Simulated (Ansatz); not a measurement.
Relaxation of the cluster HgI2⁺ with UKS PBE0-D4/def2-TZVP.

```sh
$ ansatz run in.yaml --threads 4 --pin off --events-out ev --progress --plain --max-ram 3916MiB
```

```yaml
crystal:
  periodic: [false, false, false]
  atoms:
    - {symbol: Hg, position_ang: [-1.589360, -0.467060, 2.212120]}
    - {symbol: I, position_ang: [0.053990, 0.393840, 0.022210]}
    - {symbol: I, position_ang: [1.535370, 0.073220, -2.234320]}
basis:
  gaussian: {orbitals: def2-TZVP}
total_charge: 1
magnetization: {spin_polarized: true, initial_magnetization: 1}
hamiltonian: {xc: pbe0, dispersion: d4}
scf: {lower_state_search: "off"}
output: {orbitals: {seedname: orbitals}}
relax: {f_tol: 0.02, max_steps: 100}
```

It took 24 s on 4 threads of Arm Neoverse V1 on a shared host.

Positions (Å) and forces (eV/Å) at steps 1, 2, 3, 4, 5, 6, 7 of 7:

```xyz
3
step=1 energy=-20372.0781 eV
Hg   -1.589   -0.467    2.212   -0.079   -0.118    0.086
I     0.054    0.394    0.022    0.307    0.154   -0.411
I     1.535    0.073   -2.234   -0.228   -0.036    0.325
3
step=2 energy=-20372.1148 eV
Hg   -1.575   -0.503    2.182   -0.083   -0.136    0.087
I     0.074    0.470    0.012    0.122    0.225   -0.122
I     1.501    0.033   -2.195   -0.039   -0.089    0.035
3
step=3 energy=-20372.1703 eV
Hg   -1.567   -0.596    2.146    0.028   -0.051   -0.055
I     0.109    0.662    0.011    0.085    0.080   -0.104
I     1.458   -0.067   -2.157   -0.113   -0.029    0.159
3
step=4 energy=-20372.2118 eV
Hg   -1.520   -0.679    2.056    0.056   -0.005   -0.083
I     0.137    0.854    0.019    0.051   -0.008   -0.077
I     1.383   -0.174   -2.075   -0.107    0.013    0.160
3
step=5 energy=-20372.2385 eV
Hg   -1.445   -0.755    1.926    0.063    0.043   -0.082
I     0.160    1.043    0.033    0.054   -0.142   -0.116
I     1.284   -0.288   -1.959   -0.117    0.099    0.198
3
step=6 energy=-20372.2481 eV
Hg   -1.361   -0.768    1.800   -0.030   -0.037    0.035
I     0.157    1.117    0.057    0.013    0.060   -0.004
I     1.204   -0.349   -1.857    0.017   -0.023   -0.031
3
step=7 energy=-20372.2488 eV
Hg   -1.372   -0.778    1.813    0.010    0.015   -0.010
I     0.165    1.128    0.048   -0.015   -0.012    0.019
I     1.206   -0.350   -1.861    0.005   -0.003   -0.009
```

In the def2 sets Hg, I take a core potential; there is no spin–orbit coupling. In the doublet, I2 and I3 lie 2.63 Å apart (atoms count from 1), so these atoms are partly bonded to each other. The relaxation made no stability test and no search for a lower SCF solution. Another isomer (doublet) lies 0.41 eV lower at PBE0-D4/def2-TZVP; other spin states weren't run for this one.
